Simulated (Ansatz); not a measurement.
Reaction (ligand exchange at a Ge–C bond): `C=[CH][GeH]([NH2])[Cl]` + H–F → `[NH2][GeH]([F])[Cl]` + `C=C`

Program: Ansatz. Geometries: PBE0-D4/def2-TZVP. ΔE: electronic, gas phase. CBS: MP2 limit from def2 TZ/QZ plus the TZ coupled-cluster correction, frozen cores. This one scheme is used for every species. Functionals use def2-TZVPP. B3LYP here is the variant with VWN-RPA as its local correlation; programs differ in this. For Ge outer-core shells are correlated without core-valence functions, which leaves a few kJ/mol of doubt a bond. Scalar relativity is left out up to krypton. One conformer a species, not always the lowest.

`C=[CH][GeH]([NH2])[Cl]`:

Cartesian coordinates in Å:
```
C -0.414 1.440 -1.429
C -0.648 0.937 -0.224
Ge 0.580 -0.223 0.705
N -0.292 -1.757 1.151
Cl 2.256 -0.570 -0.648
H 0.503 1.225 -1.969
H -1.133 2.087 -1.924
H -1.578 1.171 0.289
H 1.204 0.344 1.986
H 0.251 -2.420 1.687
H -0.728 -2.235 0.375
```

H–F:

Cartesian coordinates in Å:
```
F 0.232 -0.394 0.047
H -0.232 0.394 -0.047
```

`[NH2][GeH]([F])[Cl]`:

```xyz
7

N    -0.310    0.781   -0.839
Ge    0.029   -0.560    0.318
F     1.695   -0.599    0.812
Cl   -1.070   -0.145    2.094
H    -0.282    1.707   -0.438
H     0.219    0.759   -1.700
H    -0.282   -1.943   -0.245
```

`C=C`:

Z-matrix (Å, degrees):
```
C
C 1 1.323
H 1 1.085 2 121.7
H 1 1.085 2 121.7 3 -180.0
H 2 1.085 1 121.7 3 -0.0
H 2 1.085 1 121.7 3 -180.0
```

```csv
level,ΔE (eV)
PBE-D4,-0.68
r2SCAN-D4,-0.79
B3LYP-D4,-0.76
CCSD/def2-TZVPP,-0.72
CCSD(T)/def2-TZVPP,-0.69
SCS-MP2/def2-QZVPP,-0.72
MP2/CBS(def2),-0.60
CCSD/CBS(def2),-0.69
```

What does CCSD(T)/CBS give? (Best estimate.)

Ansatz gave: -0.65 eV. The listed levels differ from it by -0.03, -0.14, -0.11, -0.07, -0.04, -0.07, 0.05, -0.04 eV.

Largest T1 diagnostic among the species: 0.011.

In def2-TZVPP, CCSD(T) changes the Hartree–Fock value by +0.31 eV (the triples alone add +0.04 eV) and MP2 by +0.36 eV. The D4 term adds +0.11 eV with B3LYP and +0.06 eV with PBE0; it sums over pairs of atoms, weighted by their polarisabilities, and B3LYP, whose exchange is more repulsive, gets the larger term.
